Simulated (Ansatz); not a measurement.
System: C$_{3}$H$_{6}$O$_{2}$, charge 0, multiplicity 1. 
Structure (B3LYP-D3(BJ)/def2-TZVP (Ansatz, a quantum-chemistry and plane-wave program) minimum search):
```xyz
11

C     -2.1634     0.3523    -0.1675
C     -0.8389    -0.2557     0.2267
O      0.2076     0.5270    -0.4008
C      1.4624     0.1343    -0.1637
O      1.7944    -0.7977     0.5146
H     -2.2955     0.3318    -1.2497
H     -2.9771    -0.2138     0.2889
H     -2.2335     1.3870     0.1698
H     -0.6824    -0.2386     1.3060
H     -0.7441    -1.2895    -0.1078
H      2.1555     0.8036    -0.6915
```

**Question.** Give the harmonic wavenumbers at B3LYP-D3(BJ)/def2-TZVP (Ansatz, finite differences of forces, unscaled).

**Answer.** 62, 226, 236, 346, 382, 788, 816, 855, 1029, 1042, 1135, 1180, 1207, 1299, 1397, 1401, 1427, 1487, 1498, 1518, 1791, 3029, 3044, 3058, 3091, 3110, 3120 cm⁻¹. Zero-point energy 56.6 kcal/mol.

**Question.** From these and the geometry, give the ideal-gas thermochemistry at 298.15 K and 1 atm (rigid rotor, harmonic oscillator).

**Answer.** Point group Cs, rotational symmetry number 1. Rotational constants 18.07, 2.877, 2.561 GHz. S(trans) 38.82, S(rot) 25.29, S(vib) 11.36, S(elec, spin only) 0.00, S 75.5 cal/(mol K). H(298) - H(0) 4.20 kcal/mol; G - E(el) 38.3 kcal/mol.
